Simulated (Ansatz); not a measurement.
Geometry optimisation, UKS PBE-D4/6-31G* (Ansatz).

Input file:

```yaml
crystal:
  periodic: [false, false, false]
  atoms:
    - { symbol: Si, position_ang: [0.109095, -0.023934, -0.19808] }
    - { symbol: H, position_ang: [-0.024013, -0.070083, 2.448203] }
    - { symbol: "N", position_ang: [1.655424, -0.006559, -0.983607] }
    - { symbol: H, position_ang: [2.34347, -0.734982, -0.787809] }
    - { symbol: H, position_ang: [2.107815, 0.890556, -1.169185] }
    - { symbol: H, position_ang: [-0.605908, 1.186501, -0.756978] }
    - { symbol: O, position_ang: [-0.606614, -1.486896, -0.571325] }
    - { symbol: C, position_ang: [-1.519606, -2.193427, 0.279563] }
    - { symbol: H, position_ang: [-1.377106, -1.94999, 1.351948] }
    - { symbol: H, position_ang: [-2.56435, -1.957349, -0.003747] }
    - { symbol: H, position_ang: [-1.346358, -3.275479, 0.136366] }
    - { symbol: Cl, position_ang: [-0.23185, -0.334558, 3.761752] }
magnetization:
  spin_polarized: true
  initial_magnetization: 1
basis:
  gaussian: { orbitals: "6-31G*" }
hamiltonian:
  xc: pbe
  dispersion: d4
relax:
  f_tol: 0.03
  max_steps: 50
output:
  orbitals: {}
```

Command:

```bash
$ ansatz run input.yaml --threads 4 --pin off --max-ram 5120MiB --backend cpu --events-out ev --progress --plain --runs-dir out
```

Problem. Where does it end, and by what steps?

Solution. The run converged. After 9 steps the energy has fallen by 0.219 eV; H2 moved furthest, 0.78 Å.

```json
{"step": "0", "energy less start (eV)": "0.0000", "largest force component (eV/Å)": "0.542", "accepted": "yes"}
{"step": "1", "energy less start (eV)": "-0.0738", "largest force component (eV/Å)": "0.344", "accepted": "yes"}
{"step": "2", "energy less start (eV)": "-0.1136", "largest force component (eV/Å)": "0.816", "accepted": "yes"}
{"step": "3", "energy less start (eV)": "-0.1366", "largest force component (eV/Å)": "0.862", "accepted": "yes"}
{"step": "4", "energy less start (eV)": "-0.1780", "largest force component (eV/Å)": "0.508", "accepted": "yes"}
{"step": "5", "energy less start (eV)": "-0.2029", "largest force component (eV/Å)": "0.303", "accepted": "yes"}
{"step": "6", "energy less start (eV)": "-0.2107", "largest force component (eV/Å)": "0.085", "accepted": "yes"}
{"step": "7", "energy less start (eV)": "-0.2162", "largest force component (eV/Å)": "0.062", "accepted": "yes"}
{"step": "8", "energy less start (eV)": "-0.2179", "largest force component (eV/Å)": "0.078", "accepted": "yes"}
{"step": "9", "energy less start (eV)": "-0.2193", "largest force component (eV/Å)": "0.029", "accepted": "yes"}
```

```xyz
12
Properties=species:S:1:pos:R:3
Si 0.103 -0.086 -0.043
H 0.090 -0.071 1.678
N 1.650 0.037 -0.788
H 2.360 -0.680 -0.635
H 2.064 0.956 -0.945
H -0.698 1.106 -0.494
O -0.520 -1.578 -0.422
C -1.557 -2.220 0.333
H -1.428 -2.070 1.421
H -2.549 -1.836 0.031
H -1.509 -3.297 0.110
Cl -0.066 -0.218 3.263
```

Whether the end is a true minimum wasn't checked by a vibrational analysis.

The run took 24 s on 4 threads of Arm Neoverse V1, on a shared host, peak memory 0.22 GiB.
